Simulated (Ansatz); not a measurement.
Harmonic frequencies (cm⁻¹) at PBE0-D4/def2-TZVP from Ansatz: 62, 131, 148, 277, 418, 478, 550, 744, 751, 754, 1062, 1086, 1181, 1363, 1473, 1491, 1500, 1906, 1934, 1946, 3055, 3136, 3171, 3854.

(1) Which molecule is it?
A. `[CH3][Al-]([Cl])([Cl])[SeH2+]`
B. `C[OH+][GaH3-]`
C. `Cl[B-](Cl)(Cl)[SeH2+]`
D. `[F][Al-]([F])([F])[OH+][SiH3]`

Answers

(1) B.
